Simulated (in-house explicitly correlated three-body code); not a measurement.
Computed with an exponentially correlated three-body code. Model: two electrons around a point charge, non-relativistic, variational in 260 exponentially correlated functions (energies converged to about 1e-7 hartree, or 1e-8 relative for large Z).

Command:
```bash
python run_hyl.py task.json out
```
Settings (lengths in bohr, energies in hartree):
```
Z                      2
screening              0.02
interaction_strength   1
functions              260
states_tried           13
```

Time taken, with all properties: 50 s on 1 thread of Intel(R) Xeon(R) Platinum 8488C (Sapphire Rapids) (shared host).

**Those bound S and P states to n = 4 that converged, binding against the one-electron ion.**

Given: nuclear charge 2; Yukawa screening of all interactions 0.02 1/bohr.

Computed: one-electron threshold -1.96029803 hartree.

```csv
term,energy (hartree),binding (eV)
1 1S,-2.84418058,24.052
2 3S,-2.11635153,4.2464
2 1S,-2.08725862,3.4548
2 3P,-2.07433132,3.103
2 1P,?,?
3 3S,?,?
3 1S,-2.00382227,1.1844
3 3P,-2.0005655,1.0957
3 1P,-1.99775506,1.0193
4 3S,-1.98041336,0.54737
4 1S,-1.97776255,0.47523
4 3P,-1.97647912,0.44031
4 1P,-1.97537132,0.41017
```

Q: What belongs in the row 2 1P?

A: energy (hartree): -2.06510553; binding (eV): 2.852.

Q: What belongs in the row 3 3S?

A: energy (hartree): -2.01101341; binding (eV): 1.38.

**Converged states only, values per electron or pair (inverse distances are <exp(-kr)/r>).**

| term | mean r (bohr) | mean r squared (bohr²) | mean inverse r (1/bohr) | mean r12 (bohr) | mean inverse r12 (1/bohr) | mean cosine | mean p1 dot p2 (bohr⁻²) | delta r1 (bohr⁻³) | delta r12 (bohr⁻³) |
| --- | --- | --- | --- | --- | --- | --- | --- | --- | --- |
| 1 1S | 0.92959 | 1.1938 | 1.6684 | 1.4222 | 0.926 | -0.064187 | 0.159 | 1.8102 | 0.10632 |
| 2 3S | 2.5551 | 11.516 | 1.1348 | 4.4566 | 0.24861 | -0.015766 | 0.0073812 | 1.32 | - |
| 2 1S | 2.9808 | 16.19 | 1.1155 | 5.285 | 0.22999 | -0.014553 | 0.0094261 | 1.309 | 0.0085907 |
| 2 3P | 2.6836 | 13.329 | 1.1133 | 4.7188 | 0.24668 | -0.036433 | -0.064039 | 1.2588 | - |
| 2 1P | 2.9223 | 15.917 | 1.1032 | 5.1612 | 0.22509 | -0.0047499 | 0.045553 | 1.2742 | 0.00072707 |
| 3 3S | 5.9205 | 70.362 | 1.0439 | 11.127 | 0.098012 | -0.0041243 | 0.0018335 | 1.2846 | - |
| 3 1S | 6.6011 | 88.439 | 1.0387 | 12.483 | 0.092053 | -0.0041635 | 0.0025333 | 1.2826 | 0.002349 |
| 3 3P | 6.426 | 85.047 | 1.0381 | 12.14 | 0.096104 | -0.01003 | -0.017676 | 1.2691 | - |
| 3 1P | ? | ? | ? | ? | ? | ? | ? | ? | ? |
| 4 3S | ? | ? | ? | ? | ? | ? | ? | ? | - |
| 4 1S | 12.047 | 306.76 | 1.0128 | 23.361 | 0.043672 | -0.0016085 | 0.00096055 | 1.2766 | 0.000896 |
| 4 3P | 12.03 | 308.66 | 1.0125 | 23.329 | 0.044983 | -0.0038252 | -0.0067333 | 1.2715 | - |
| 4 1P | 12.575 | 337.53 | 1.0113 | 24.415 | 0.04238 | -0.00041578 | 0.0054973 | 1.2732 | 9.763e-05 |

Q: What belongs in the row 3 1P?

A: mean r (bohr): 6.8001; mean r squared (bohr²): 95.439; mean inverse r (1/bohr): 1.0351; mean r12 (bohr): 12.878; mean inverse r12 (1/bohr): 0.0898; mean cosine: -0.0011362; mean p1 dot p2 (bohr⁻²): 0.013907; delta r1 (bohr⁻³): 1.2734; delta r12 (bohr⁻³): 0.00024037.

Q: What belongs in the row 4 3S?

A: mean r (bohr): 11.051; mean r squared (bohr²): 256.92; mean inverse r (1/bohr): 1.0149; mean r12 (bohr): 21.37; mean inverse r12 (1/bohr): 0.046351; mean cosine: -0.0015358; mean p1 dot p2 (bohr⁻²): 0.00067239; delta r1 (bohr⁻³): 1.2773.

**Electric-dipole lines between converged S and P states, rate of the upper state's decay.**

```
s state  p state  p minus s (eV)  oscillator strength from s  rate (1/s)
   1 1S     2 1P            21.2                      0.2738  1.7799e+09
   1 1S     3 1P          23.032                    0.070559   5.414e+08
   1 1S     4 1P          23.642                    0.026485  2.1411e+08
   2 1S     2 1P         0.60282                     0.37975   1.996e+06
   2 1S     3 1P          2.4355                     0.14492  1.2433e+07
   2 1S     4 1P          3.0446                    0.044247  5.9324e+06
   3 1S     2 1P         -1.6676                     -0.1445  1.7437e+07
   3 1S     3 1P          0.1651                     0.64078      252620
   3 1S     4 1P         0.77419                     0.12582  1.0908e+06
   4 1S     2 1P         -2.3767                   -0.024647  6.0412e+06
   4 1S     3 1P        -0.54402                    -0.30166  3.8741e+06
   4 1S     4 1P               ?                           ?           ?
   2 3S     2 3P          1.1434                     0.54169  1.0244e+07
   2 3S     3 3P               ?                           ?           ?
   2 3S     4 3P          3.8061                    0.022913  4.8011e+06
   3 3S     2 3P          -1.723                     -0.2076  2.6742e+07
   3 3S     3 3P          0.2843                       0.901  1.0534e+06
   3 3S     4 3P         0.93973                    0.041547      530680
   4 3S     2 3P         -2.5556                   -0.030456  8.6313e+06
   4 3S     3 3P        -0.54837                    -0.42923  5.6007e+06
   4 3S     4 3P         0.10706                       1.236      204890
```

Q: What belongs in the row 4 1S 4 1P?

A: p minus s (eV): 0.065069; oscillator strength from s: 0.89452; rate (1/s): 54780.

Q: What belongs in the row 2 3S 3 3P?

A: p minus s (eV): 3.1507; oscillator strength from s: 0.061123; rate (1/s): 8.7763e+06.

**Static dipole response.**

```tsv
state	polarisability (bohr³)
1 1S	1.3842
```
